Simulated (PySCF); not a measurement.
# Working out the ionisation energy of Sn+

Sn+ [Kr] 4d10 5s2 5p1 (2P) → Sn(2+) [Kr] 4d10 5s2 (1S). Computed with PySCF 2.14 in def2-QZVPPD with the def2 core potential (28 electrons) (8s6p5d4f1g, 88 functions), with scalar relativity through the core potential. Frozen: 4s2 4p6 4d10. Energies in hartree (1 hartree = 27.21139 eV):

```csv
part,Sn+ (lower),Sn(2+) (upper)
UHF,-213.088997,-212.583457
CCSD correlation,-0.045489,-0.034885
(T),-0.000744,0.000000
```

**Question.** What does Hartree-Fock give?

**Answer.** (-212.583457) − (-213.088997) = 0.505540 hartree = 13.756 eV.

**Question.** What do CCSD and CCSD(T) give?

**Answer.** The CCSD correlation energies differ by 0.010604 hartree = 0.289 eV and the triples by 0.000744 hartree = 0.020 eV, so CCSD gives 14.045 eV and CCSD(T) 14.065 eV.

Measured between the centres of the two terms (NIST): 14.282 eV, so CCSD(T) (valence) is off by -0.217 eV.

What remains against the reference includes basis incompleteness, the frozen core and higher excitations.
